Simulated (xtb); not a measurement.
Job for xtb: GFN2-xTB on BrGeHS (SMILES [SH][Ge][Br]), a point of a torsion scan.

```
$ xtb mol.xyz --gfn 2 --opt vtight --chrg 0 --uhf 0 --input xcontrol
4

S     -1.27847941     0.39682190     0.41565046
Ge     0.72847879     1.01647704    -0.27489835
Br     1.43105872     2.90870957     0.87312012
H     -1.72689965    -0.74545242    -0.26278453
$constrain
  force constant=1.0
  dihedral: 4,1,2,3,180.0
$end
```

The log:

```
[...]
           -------------------------------------------------
          |                Calculation Setup                |
           -------------------------------------------------



           -------------------------------------------------
          |                 G F N 2 - x T B                 |
           -------------------------------------------------

        Reference                      10.1021/acs.jctc.8b01176
      * Hamiltonian:
        H0-scaling (s, p, d)           1.850000    2.230000    2.230000
        zeta-weighting                 0.500000
      * Dispersion:
        s8                             2.700000
        a1                             0.520000
        a2                             5.000000
        s9                             5.000000
      * Repulsion:
        kExp                           1.500000    1.000000
        rExp                           1.000000
      * Coulomb:
        alpha                          2.000000
        third order                    shell-resolved
        anisotropic                    true
        a3                             3.000000
        a5                             4.000000
        cn-shift                       1.200000
        cn-exp                         4.000000
        max-rad                        5.000000


          ...................................................
          :                      SETUP                      :
          :.................................................:
          :  # basis functions                  31          :
          :  # atomic orbitals                  28          :
          :  # shells                           10          :
          :  # electrons                        18          :
          :  max. iterations                   250          :
          :  Hamiltonian                  GFN2-xTB          :
          :  restarted?                      false          :
          :  GBSA solvation                  false          :
          :  PC potential                    false          :
          :  electronic temp.          300.0000000     K    :
          :  accuracy                    1.0000000          :
          :  -> integral cutoff          0.2500000E+02      :
          :  -> integral neglect         0.1000000E-07      :
          :  -> SCF convergence          0.1000000E-05 Eh   :
          :  -> wf. convergence          0.1000000E-03 e    :
          :  Broyden damping             0.4000000          :
          :  net charge                          0          :
          :  unpaired electrons                  0          :
          ...................................................

 iter      E             dE          RMSdq      gap      omega  full diag
   1     -9.4300512 -0.943005E+01  0.199E+01    1.73       0.0  T
   2     -9.3813209  0.487303E-01  0.206E+01    4.05       1.0  T
   3     -9.8627058 -0.481385E+00  0.606E+00    3.29       1.0  T
   4     -9.7968449  0.658610E-01  0.103E+01    2.43       1.0  T
   5     -9.8673479 -0.705030E-01  0.252E+00    3.40       1.0  T
   6     -9.8813906 -0.140427E-01  0.109E+00    3.20       1.0  T
   7     -9.8826420 -0.125148E-02  0.707E-01    3.19       1.0  T
   8     -9.8831862 -0.544194E-03  0.433E-01    3.10       1.0  T
   9     -9.8828895  0.296736E-03  0.457E-01    3.09       1.0  T
  10     -9.8834163 -0.526837E-03  0.176E-01    3.12       1.0  T
  11     -9.8835172 -0.100831E-03  0.505E-02    3.14       1.0  T
  12     -9.8835170  0.201199E-06  0.131E-02    3.14       3.8  T
  13     -9.8835172 -0.219842E-06  0.190E-03    3.14      26.3  T
  14     -9.8835172 -0.479532E-08  0.142E-03    3.14      35.2  T
  15     -9.8835172 -0.622080E-08  0.408E-04    3.14     122.6  T
  16     -9.8835172 -0.454762E-09  0.976E-05    3.14     512.5  T

   *** convergence criteria satisfied after 16 iterations ***

         #    Occupation            Energy/Eh            Energy/eV
      -------------------------------------------------------------
         1        2.0000           -0.8376132             -22.7926
       ...           ...                  ...                  ...
         3        2.0000           -0.6553300             -17.8324
         4        2.0000           -0.5041280             -13.7180
         5        2.0000           -0.4572003             -12.4411
         6        2.0000           -0.4339776             -11.8091
         7        2.0000           -0.4313305             -11.7371
         8        2.0000           -0.4109975             -11.1838
         9        2.0000           -0.4008711             -10.9083 (HOMO)
        10                         -0.2853164              -7.7639 (LUMO)
        11                         -0.2212731              -6.0211
        12                         -0.1775843              -4.8323
        13                         -0.1607232              -4.3735
        14                         -0.0371760              -1.0116
       ...                 
[...]
  2.0000           -0.8347795             -22.7155
       ...           ...                  ...                  ...
         3        2.0000           -0.6599735             -17.9588
         4        2.0000           -0.5107160             -13.8973
         5        2.0000           -0.4521217             -12.3029
         6        2.0000           -0.4311278             -11.7316
         7        2.0000           -0.4304509             -11.7132
         8        2.0000           -0.4093947             -11.1402
         9        2.0000           -0.4089343             -11.1277 (HOMO)
        10                         -0.2919584              -7.9446 (LUMO)
        11                         -0.2051072              -5.5813
        12                         -0.1924200              -5.2360
        13                         -0.1575436              -4.2870
        14                         -0.0336251              -0.9150
       ...                                ...                  ...
        28                          1.1971561              32.5763
      -------------------------------------------------------------
                  HL-Gap            0.1169759 Eh            3.1831 eV
             Fermi-level           -0.3504463 Eh           -9.5361 eV

 SCC (total)                   0 d,  0 h,  0 min,  0.003 sec
 SCC setup                      ...        0 min,  0.000 sec (  1.895%)
 Dispersion                     ...        0 min,  0.000 sec (  0.391%)
 classical contributions        ...        0 min,  0.000 sec (  0.149%)
 integral evaluation            ...        0 min,  0.001 sec ( 28.387%)
 iterations                     ...        0 min,  0.001 sec ( 25.131%)
 molecular gradient             ...        0 min,  0.001 sec ( 41.468%)
 printout                       ...        0 min,  0.000 sec (  2.186%)

         :::::::::::::::::::::::::::::::::::::::::::::::::::::
         ::                     SUMMARY                     ::
         :::::::::::::::::::::::::::::::::::::::::::::::::::::
         :: total energy              -9.881126170517 Eh    ::
         :: gradient norm              0.000104575818 Eh/a0 ::
         :: HOMO-LUMO gap              3.183077125220 eV    ::
         ::.................................................::
         :: SCC energy                -9.896483567608 Eh    ::
         :: -> isotropic ES           -0.007267503106 Eh    ::
         :: -> anisotropic ES          0.002457595342 Eh    ::
         :: -> anisotropic XC         -0.009375016957 Eh    ::
         :: -> dispersion             -0.003132237807 Eh    ::
         :: repulsion energy           0.015357397091 Eh    ::
         :: add. restraining           0.000000000000 Eh    ::
         :: total charge              -0.000000000000 e     ::
         :::::::::::::::::::::::::::::::::::::::::::::::::::::

           -------------------------------------------------
          |                Property Printout                |
           -------------------------------------------------

    * Orbital Energies and Occupations

         #    Occupation            Energy/Eh            Energy/eV
      -------------------------------------------------------------
         1        2.0000           -0.8347795             -22.7155
         2        2.0000           -0.7252195             -19.7342
         3        2.0000           -0.6599735             -17.9588
         4        2.0000           -0.5107160             -13.8973
         5        2.0000           -0.4521217             -12.3029
         6        2.0000           -0.4311278             -11.7316
         7        2.0000           -0.4304509             -11.7132
         8        2.0000           -0.4093947             -11.1402
         9        2.0000           -0.4089343             -11.1277 (HOMO)
        10                         -0.2919584              -7.9446 (LUMO)
        11                         -0.2051072              -5.5813
        12                         -0.1924200              -5.2360
        13                         -0.1575436              -4.2870
        14                         -0.0336251              -0.9150
        15                         -0.0277990              -0.7564
        16                         -0.0265471              -0.7224
        17                          0.0012676               0.0345
        18                          0.0021215               0.0577
        19                          0.0324424               0.8828
        20                          0.0361344               0.9833
       ...                                ...                  ...
        28                          1.1971561              32.5763
      -------------------------------------------------------------
                  HL-Gap            0.1169759 Eh            3.1831 eV
             Fermi-level           -0.3504463 Eh           -9.5361 eV

     #   Z          covCN         q      C6AA      α(0)
     1  16 S        1.818    -0.322   155.078    20.960
     2  32 Ge       1.720     0.359   247.191    32.868
     3  35 Br       0.849    -0.199   190.371    22.246
     4   1 H        0.923     0.163     1.310     1.790

 Mol. C6AA /au·bohr⁶  :       1837.927715
 Mol. C8AA /au·bohr⁸  :     122234.797228
 Mol. α(0) /au        :         77.864137


Wiberg/Mayer (AO) data.
largest (>0.10) Wiberg bond orders for each atom

 ---------------------------------------------------------------------------
     #   Z sym  total        # sym  WBO       # sym  WBO       # sym  WBO
 ---------------------------------------------------------------------------
Note: The following floating-point exceptions are signalling: IEEE_DENORMAL
normal termination of xtb
     1  16 S    2.243 --     2 Ge   1.287     4 H    0.928
     2  32 Ge   2.635 --     3 Br   1.310     1 S    1.287
     3  35 Br   1.344 --     2 Ge   1.310
     4   1 H    0.974 --     1 S    0.928
 ---------------------------------------------------------------------------

Topologies differ in total number of bonds
Writing topology from bond orders to xtbtopo.mol

molecular dipole:
                 x           y           z       tot (Debye)
 q only:        0.349      -0.921      -0.973
   full:        0.141      -1.987      -1.732       6.709
molecular quadrupole (traceless):
                xx          xy          yy          xz          yz          zz
 q only:        1.529      -0.653      -3.751      -0.235      -3.565       2.222
  q+dip:        4.506      -6.185     -10.961      -2.258      -9.630       6.455
   full:        4.098      -6.588     -10.822      -1.342     -10.661       6.724

           -------------------------------------------------
          |                Geometry Summary                 |
           -------------------------------------------------

      molecular mass/u    :      185.6038061
   center of mass at/Å    :        0.5922307       1.6332008       0.3184846
  moments of inertia/u·Å² :        0.8667644E+02   0.3288243E+03   0.4155008E+03
rotational constants/cm⁻¹ :        0.1944892E+00   0.5126638E-01   0.4057185E-01

 * 1 selected distances

     #   Z          #   Z                                           value/Å
     1  16 S        4   1 H                                       1.3296111 (max)

 * 1 distinct bonds (by element types)

   Z      Z             #   av. dist./Å        max./Å        min./Å
   1 H   16 S           1     1.3296111     1.3296111     1.3296111


optimized geometry written to: xtbopt.xyz


           -------------------------------------------------
          | TOTAL ENERGY               -9.881126170517 Eh   |
          | GRADIENT NORM               0.000104575818 Eh/α |
          | HOMO-LUMO GAP               3.183077125220 eV   |
           -------------------------------------------------

------------------------------------------------------------------------
------------------------------------------------------------------------
 total:
 SCF:
 ANC optimizer:
```

The run finished.

Warnings raised: the energy holds the restraint's term.

Cost: roughly 0.06 core-seconds.
